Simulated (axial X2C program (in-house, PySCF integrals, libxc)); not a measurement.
## ZrH: cheaper levels and CCSD(T), with spin–orbit coupling

All values were computed with an axial X2C code built on PySCF integrals. Two-component (2c) means X2C with spin–orbit coupling and atomic mean-field two-electron Coulomb and Gaunt terms. Basis: Zr dyall-cv3z [11s12p9d6f3g], H dyall-v3z [6s2p1d] (cores contracted in-house); Gaussian nuclei, density fitting, unrestricted open shells. Masses: Zr 89.905 u, H 1.008 u.

State: Ω = 3/2 (⟨Sz⟩ = -1.50, ⟨Lz⟩ = 3.00 at HF); fragments Zr + H.

| level | Re (Å) | ωe (cm⁻¹) |
| --- | --- | --- |
| PBE0 | 1.856 | 1596.6 |
| HF | 1.924 | 1517.2 |
| MP2 | 1.855 | 1620.6 |
| CCSD | 1.878 | 1567.7 |
| LDA | 1.843 | 1605.0 |

Correlated methods: 13 electrons correlated (number of frozen shells: Zr 3 s, 2 p, 1 d; H none), 241 virtual spin orbitals or spinors in MP2, 110 natural virtuals in coupled cluster.

CCSD(T), same Hamiltonian and basis:

Re = 1.875 Å, ωe = 1569.5 cm⁻¹, De = 2.46 eV; T1 = 0.027 (Lee–Taylor normalisation).

Give the differences from CCSD(T) in the columns below.



```
level  ΔRe (Å)  Δωe (cm⁻¹)
 PBE0   -0.019          27
   HF    0.049         -52
  MP2   -0.020          51
 CCSD    0.003          -2
  LDA   -0.032          36
```

The state is one determinant whose occupation by symmetry is held fixed; it was picked as the lowest of a PBE0 search that is not exhaustive. De is counted from the lowest determinant-based energies of the atoms at the same level, without counterpoise correction. De is not given where an atomic determinant may have missed its ground term or J level, or where the truncated virtual space spoils (T). Density functionals use the spin component along the axis (collinear). CCSD and (T) use frozen natural virtuals with an MP2 correction for the truncation; (T) itself is uncorrected, so its De runs slightly low. Without a current term, density functionals place determinants with orbital angular momentum somewhat too high. With several unpaired electrons one determinant need not be a pure state. At some level and bond length an empty orbital lies below a filled one. The lowest spin-free determinant has another configuration (M_S = 3/2, Λ = 0), so the order of states is uncertain and this need not be the ground state.
